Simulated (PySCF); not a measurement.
# Partial charges of 2,4-difluorotoluene

Compound: 2,4-difluorotoluene, C7H6F2.
Geometry (GFN2-xTB, Å), atoms numbered from 1 in this order:
```
atom  x, y, z in Å
C1    -2.2250    0.0144   -0.1331
C2    -0.7323   -0.0279   -0.0406
C3    -0.0265   -1.2163    0.0884
C4     1.3554   -1.2349    0.1687
C5     2.0427   -0.0370    0.1185
F6     3.3875   -0.0428    0.1938
C7     1.3871    1.1746   -0.0069
C8     0.0085    1.1498   -0.0838
F9    -0.6459    2.3234   -0.2056
H10   -2.5303    0.4610   -1.0786
H11   -2.6350    0.6317    0.6652
H12   -2.6454   -0.9845   -0.0615
H13   -0.5708   -2.1476    0.1273
H14    1.8972   -2.1613    0.2693
H15    1.9286    2.1055   -0.0431
```

Density: PBE0/pcSseg-1 (PySCF); schemes: Mulliken, IAO, Hirshfeld and ESP-fitted. Isolated species at its GFN2-xTB geometry, gas phase.

Task: Atoms with like bonding are taken together and averaged. For which atoms does the sign change between the 4 schemes (beyond +0.03 e in one, beyond −0.03 e in another)?

Result: C2. Atomic charges aren't observables, and each scheme defines them in its own way.

Task: Which atoms carry the lowest charge in the Mulliken, IAO, Hirshfeld and ESP-fitted schemes?

Result: The schemes don't all agree: Mulliken C2 (-0.435); IAO C1 (-0.424); Hirshfeld C1 (-0.119); ESP-fitted C1 (-0.548).

Task: Give the atomic charges in each scheme.

Result: In e; atoms taken as equivalent share a row and are averaged (×n: the atom named and its like, n in all):

| atom | environment | Mulliken | IAO | Hirshfeld | ESP-fitted |
| --- | --- | --- | --- | --- | --- |
| C1 | benzylic-type carbon | -0.123 | -0.424 | -0.119 | -0.548 |
| C2 | substituted aromatic carbon | -0.435 | -0.034 | -0.013 | +0.138 |
| C3 | aromatic CH carbon | +0.004 | -0.142 | -0.044 | -0.219 |
| C4 | aromatic CH carbon | -0.132 | -0.205 | -0.075 | -0.379 |
| C5 | aromatic C–F carbon | +0.340 | +0.299 | +0.089 | +0.424 |
| F6 | aryl fluorine | -0.283 | -0.268 | -0.085 | -0.201 |
| C7 | aromatic CH carbon | -0.194 | -0.232 | -0.086 | -0.479 |
| C8 | aromatic C–F carbon | +0.399 | +0.293 | +0.090 | +0.290 |
| F9 | aryl fluorine | -0.281 | -0.270 | -0.075 | -0.173 |
| H10/H11/H12 | methyl hydrogen | +0.129 | +0.156 | +0.048 | +0.165 |
| H13 | aromatic hydrogen | +0.086 | +0.158 | +0.056 | +0.193 |
| H14 | aromatic hydrogen | +0.108 | +0.171 | +0.057 | +0.214 |
| H15 | aromatic hydrogen | +0.124 | +0.184 | +0.062 | +0.244 |

Mean size of the charges over all atoms: ESP-fitted 0.267 e, IAO 0.210 e, Mulliken 0.193 e, Hirshfeld 0.066 e. Each set sums to the total charge, 0, to within 0.001 e. The Mulliken scheme gives each basis function's population to the atom it is centred on and halves the overlap population of two atoms between them.

Task: How many electrons does the Hirshfeld scheme count on C3?

Result: Z − q = 6 − (-0.044) = 6.044.

Task: How closely do the schemes follow one another over all atoms?

Result: Correlation coefficient and root-mean-square difference: IAO with Hirshfeld 1.00, 0.158 e; Hirshfeld with ESP-fitted 0.95, 0.228 e; IAO with ESP-fitted 0.94, 0.109 e; Mulliken with Hirshfeld 0.81, 0.176 e; Mulliken with IAO 0.80, 0.143 e; Mulliken with ESP-fitted 0.65, 0.228 e.

Task: Sum the charges by element.

Result: 
```tsv
element	atoms	Mulliken	IAO	Hirshfeld	ESP-fitted
C	7	-0.141	-0.445	-0.158	-0.773
F	2	-0.563	-0.537	-0.159	-0.374
H	6	+0.704	+0.982	+0.317	+1.148
```
